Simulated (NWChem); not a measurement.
System: BeHSI; SMILES [SH][Be][I]

NWChem input:

```
start job
memory heap 200 mb stack 900 mb global 1100 mb
geometry units angstroms noautoz
  Be     0.015615     1.185207     0.000000
  I     -0.079055    -0.983915     0.000000
  S      0.113863     3.088476     0.000000
  H     -1.234310     3.216237     0.000000
end
basis spherical
  * library def2-svp
end
ecp
  I library def2-ecp
end
dft
  xc pw6b95
  iterations 150
  mulliken
end
task dft energy
```

Excerpt of the output:

```
             Northwest Computational Chemistry Package (NWChem) 7.3.0
             --------------------------------------------------------

 CS  symmetry detected

                             Geometry "geometry" -> ""
                             -------------------------

 Output coordinates in angstroms (scale by  1.889725989 to convert to a.u.)

  No.       Tag          Charge          X              Y              Z
 ---- ---------------- ---------- -------------- -------------- --------------
    1 Be                   4.0000     0.02181366     1.11618791     0.00000000
    2 I                   53.0000     0.00815668    -1.05495607     0.00000000
    3 S                   16.0000     0.04896723     3.02179758     0.00000000
    4 H                    1.0000    -1.30303446     3.09915861     0.00000000

 Effective nuclear repulsion energy (a.u.)     193.0868911907

      Symmetry information
      --------------------

 Group name             Cs
 Group number              2
 Group order               2
 No. of unique centers     4

                                 NWChem DFT Module
                                 -----------------

 Summary of "ao basis" -> "ao basis" (spherical)
 ------------------------------------------------------------------------------
       Tag                 Description            Shells   Functions and Types
 ---------------- ------------------------------  ------  ---------------------
 Be                         def2-svp                 5        9   3s2p
 I                          def2-svp                10       26   4s4p2d
 S                          def2-svp                 8       18   4s3p1d
 H                          def2-svp                 3        5   2s1p

      Symmetry analysis of basis
      --------------------------

        a'         42
        a"         16

            General Information
            -------------------
          SCF calculation type: DFT
          Wavefunction type:  closed shell.
          No. of atoms     :     4
          No. of electrons :    46
           Alpha electrons :    23
            Beta electrons :    23
          Charge           :     0
          Spin multiplicity:     1
          Use of symmetry is: on ; symmetry adaption is: on
          Maximum number of iterations: 150
          AO basis - number of functions:    58
                     number of shells:    26
          Convergence on energy requested:  1.00D-06
          Convergence on density requested:  1.00D-05
          Convergence on gradient requested:  5.00D-04

              XC Information
              --------------
                       PW6B95 Method XC Functional
                     Hartree-Fock (Exact) Exchange  0.280
                    PW6B95 GGA Exchange Functional  0.720
                      PW6B95 Correlation Potential  1.000

             Grid Information
             ----------------
          Grid used for XC integration:  medium
          Radial quadrature: Mura-Knowles
          Angular quadrature: Lebedev.
          Tag              B.-S. Rad. Rad. Pts. Rad. Cut. Ang. Pts.
          ---              ---------- --------- --------- ---------
          Be                  1.05       49           8.0       434
          I                   1.40      123          11.0       590
          S                   1.00       88          11.0       590
          H                   0.35       45          12.0       434
          Grid pruning is: on
          Number of quadrature shells:   305
          Spatial weights used:  Erf1

      Superposition of Atomic Density Guess
      -------------------------------------

 Sum of atomic energies:        -759.52744420

      Non-variational initial energy
      ------------------------------

 Total energy =    -709.699001
 1-e energy   =   -1293.831636
 2-e energy   =     479.893684
 HOMO         =      -0.333107
 LUMO         =       0.013047

      Symmetry analysis of molecular orbitals - initial
      -------------------------------------------------

  Numbering of irreducible representations:

     1 a'          2 a"

  Orbital symmetries:

     1 a'          2 a'          3 a'          4 a'          5 a'
     6 a"          7 a'          8 a'          9 a"         10 a'
    11 a'         12 a'         13 a"         14 a"         15 a'
    16 a'         17 a'         18 a'         19 a'         20 a'
    21 a"         22 a'         23 a"         24 a'         25 a'
    26 a"         27 a'         28 a'         29 a'         30 a"
    31 a'         32 a'         33 a'

     ---------------------------------------------
      Total Density - Mulliken Population Analysis
     ---------------------------------------------

    Atom       Charge   Shell Charges
 -----------   ------   -------------------------------------------------------
    1 Be   4     3.38   1.99  0.67  0.05  0.55  0.12
    2 I   25    25.35   1.83  0.22  1.22  0.66  2.92  3.13  2.67  2.68  9.82  0.19
    3 S   16    16.50   2.00  1.99  1.21  0.61  5.94  1.84  2.88  0.03
    4 H    1     0.77   0.56  0.18  0.03

   convergence    iter        energy       DeltaE   RMS-Dens  Diis-err
 ---------------- ----- ----------------- --------- --------- ---------
 d= 0,ls=0.0,diis     1   -711.6917228677 -8.16D+02  1.59D-02  2.05D-01
 d= 0,ls=0.0,diis     2   -711.7099660306 -1.82D-02  8.08D-03  1.29D-01
 d= 0,ls=0.0,diis     3   -711.7336275364 -2.37D-02  2.04D-03  1.05D-02
 d= 0,ls=0.0,diis     4   -711.7356796711 -2.05D-03  3.96D-04  5.20D-04
 d= 0,ls=0.0,diis     5   -711.7357595609 -7.99D-05  7.21D-05  7.38D-06
  Resetting Diis
 d= 0,ls=0.0,diis     6   -711.7357607763 -1.22D-06  2.80D-05  1.97D-06
 d= 0,ls=0.0,diis     7   -711.7357611429 -3.67D-07  9.02D-06  5.57D-08

         Total DFT energy =     -711.735761142901
      One electron energy =    -1296.027923368705
           Coulomb energy =      531.800390791040
    Exchange-Corr. energy =      -51.747179664394
 Nuclear repulsion energy =      104.238951099158

 Numeric. integr. density =       46.000002963601

                  Occupations of the irreducible representations
                  ----------------------------------------------

                     irrep           alpha         beta
                     --------     --------     --------
                     a'               17.0         17.0
                     a"                6.0          6.0

                       DFT Final Molecular Orbital Analysis
                       ------------------------------------

 Vector   21  Occ=2.000000D+00  E=-3.064461D-01  Symmetry=a"
              MO Center=  1.6D-02,  6.1D-01, -5.2D-16, r^2= 5.0D+00
   Bfn.  Coefficient  Atom+Function         Bfn.  Coefficient  Atom+Function
  ----- ------------  ---------------      ----- ------------  ---------------
    22      0.450507  2 I  pz                25      0.359512  2 I  pz
    48      0.342229  3 S  pz                45      0.264470  3 S  pz
     6     -0.194306  1 Be pz                19     -0.180894  2 I  pz
    42      0.148847  3 S  pz                16     -0.147189  2 I  pz
     9      0.086767  1 Be pz

 Vector   22  Occ=2.000000D+00  E=-2.976883D-01  Symmetry=a'
              MO Center=  1.3D-02, -8.6D-01, -1.3D-15, r^2= 2.3D+00
   Bfn.  Coefficient  Atom+Function         Bfn.  Coefficient  Atom+Function
  ----- ------------  ---------------      ----- ------------  ---------------
    20      0.592947  2 I  px                23      0.512179  2 I  px
    17     -0.239901  2 I  px                14     -0.194952  2 I  px
     4     -0.127308  1 Be px                46     -0.049031  3 S  px
     7      0.047321  1 Be px                39     -0.036460  3 S  s
    54      0.035997  4 H  s                 55      0.035658  4 H  s

 Vector   23  Occ=2.000000D+00  E=-2.819063D-01  Symmetry=a"
              MO Center=  1.8D-02,  1.3D+00,  5.7D-16, r^2= 5.6D+00
   Bfn.  Coefficient  Atom+Function         Bfn.  Coefficient  Atom+Function
  ----- ------------  ---------------      ----- ------------  ---------------
    48      0.495106  3 S  pz                22     -0.393822  2 I  pz
    25     -0.382302  2 I  pz                45      0.348246  3 S  pz
    42      0.197693  3 S  pz                19      0.161157  2 I  pz
    16      0.130644  2 I  pz                 9      0.050710  1 Be pz
     6     -0.046319  1 Be pz

 Vector   24  Occ=0.000000D+00  E=-3.768930D-02  Symmetry=a'
              MO Center=  8.9D-02,  1.1D+00,  2.7D-16, r^2= 4.0D+00
   Bfn.  Coefficient  Atom+Function         Bfn.  Coefficient  Atom+Function
  ----- ------------  ---------------      ----- ------------  ---------------
     4      0.586397  1 Be px                 7     -0.588741  1 Be px
    55     -0.426218  4 H  s                 23      0.353399  2 I  px
    39      0.282416  3 S  s                 54     -0.192280  4 H  s
    20      0.182916  2 I  px                31     -0.092823  2 I  d -2
    38      0.079749  3 S  s                 17     -0.077724  2 I  px

 Vector   25  Occ=0.000000D+00  E=-1.390677D-02  Symmetry=a'
              MO Center= -3.7D-01,  1.2D+00,  5.3D-15, r^2= 6.3D+00
   Bfn.  Coefficient  Atom+Function         Bfn.  Coefficient  Atom+Function
  ----- ------------  ---------------      ----- ------------  ---------------
     3      1.290770  1 Be s                 39     -0.556376  3 S  s
    24     -0.475560  2 I  py                13     -0.451151  2 I  s
    47      0.290497  3 S  py                55      0.265836  4 H  s
    12     -0.253596  2 I  s                 46      0.242801  3 S  px
    38     -0.205827  3 S  s                  2      0.202750  1 Be s

[...]
```

Level: PW6B95/def2-SVP with def2 effective core potentials on I. Geometry: optimised at PBE0/def2-SVP. def2 effective core potentials on I; no spin-orbit coupling.
